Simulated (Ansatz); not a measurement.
Geometry optimisation, RKS PBE0/def2-SVP in Ansatz 0.2.0.

input.yaml

```yaml
crystal:
  periodic: [false, false, false]
  atoms:
    - { symbol: Ge, position_ang: [0.0, 0.0, 0.0] }
    - { symbol: H, position_ang: [0.9646, 0.0, 1.4601] }
    - { symbol: F, position_ang: [1.8114, 0.0, 0.5034] }
    - { symbol: F, position_ang: [-0.7913, 1.3709, -0.5594] }
    - { symbol: H, position_ang: [-0.73, -1.2648, -0.5162] }
basis:
  gaussian: { orbitals: def2-SVP }
hamiltonian:
  xc: pbe0
relax:
  f_tol: 0.15
  max_steps: 25
  restrain:
    - { distance: [1, 2], at: 0.92, k: 30.0 }
    - { distance: [0, 1], at: 2.75, k: 30.0 }
    - { distance: [0, 2], at: 2.88, k: 30.0 }
```

Command:

```bash
$ ansatz run input.yaml --threads 1 --pin off --max-ram 2048MiB --backend cpu --events-out ev --progress --plain --runs-dir out
```

Task: Where does it end, and by what steps?

Result: The run converged. The restraints hold the end off the free minimum. After 8 steps the energy has fallen by 2.125 eV (the restraints' own energy left out); Ge1 moved furthest, 0.85 Å. Parted: Ge1–F3 (1.88 → 2.87 Å). Joined: H2–F3 (1.28 → 0.92 Å).

```json
{"step": "0", "energy less start (eV)": "0.0000", "largest force component (eV/Å)": "5.297", "accepted": "yes"}
{"step": "1", "energy less start (eV)": "0.7196", "largest force component (eV/Å)": "7.070", "accepted": "yes"}
{"step": "2", "energy less start (eV)": "0.7635", "largest force component (eV/Å)": "7.142", "accepted": "yes"}
{"step": "3", "energy less start (eV)": "-0.3115", "largest force component (eV/Å)": "5.751", "accepted": "yes"}
{"step": "4", "energy less start (eV)": "-1.5312", "largest force component (eV/Å)": "2.338", "accepted": "yes"}
{"step": "5", "energy less start (eV)": "-1.8806", "largest force component (eV/Å)": "1.727", "accepted": "yes"}
{"step": "6", "energy less start (eV)": "-2.0555", "largest force component (eV/Å)": "1.361", "accepted": "yes"}
{"step": "7", "energy less start (eV)": "-2.1196", "largest force component (eV/Å)": "0.449", "accepted": "yes"}
{"step": "8", "energy less start (eV)": "-2.1252", "largest force component (eV/Å)": "0.281", "accepted": "yes"}
```

```xyz
5
Properties=species:S:1:pos:R:3
Ge -0.806 -0.102 0.240
H 1.581 0.192 1.581
F 2.004 -0.121 0.821
F -0.807 1.309 -0.807
H -0.717 -1.172 -0.946
```

Run time: 7.7 s on 1 thread of AMD EPYC 9B45 (Zen 5) (shared host), peak memory 0.15 GiB.
